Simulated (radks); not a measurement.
The nitrogen anion N3-, [Ne], held by a Watson sphere: a shell of charge +2.54 at radius R that stands for the Madelung well of a crystal (potential energy -2.54/R inside, -2.54/r outside, in hartree with lengths in bohr). All-electron calculation, non-relativistic Kohn-Sham, LDA (Slater exchange, Perdew-Wang correlation), spin-polarised, spherical densities, point nucleus. Program: a radial shooting solver on a logarithmic mesh with Libxc functionals. Response by self-consistent Sternheimer equations with the Hartree and adiabatic LDA kernel. The sphere does not respond.

| R (bohr) | e(1s) (eV) | e(2s) (eV) | e(2p) (eV) | <r> 2p (bohr) | sum of <r^2> (bohr^2) | X-ray form factor at sin(theta)/lambda = 0.2 1/angstrom | alpha (bohr^3) |
|---|---|---|---|---|---|---|---|
| 1.84 | -370.11 | -14.503 | -3.674 | 1.765 | 29.88 | 5.243 | 25.91 |
| 2.38 | -371.54 | -12.933 | -2.699 | 1.993 | 37.85 | 4.851 | 48.18 |
| 3.54 | -372.74 | -11.352 | -1.439 | 2.478 | 59.10 | 4.536 | 167.5 |
| 3.75 | -372.84 | -11.234 | -1.306 | 2.566 | 63.68 | 4.522 | 205.1 |
| 3.87 | -372.89 | -11.181 | -1.239 | 2.616 | 66.41 | 4.518 | 229.5 |

Estimate the row for R = 3.81 bohr.

Answer. e(1s) (eV) -372.87; e(2s) (eV) -11.207; e(2p) (eV) -1.272; <r> 2p (bohr) 2.591; sum of <r^2> (bohr^2) 65.04; X-ray form factor at sin(theta)/lambda = 0.2 1/angstrom 4.520; alpha (bohr^3) 217.0.
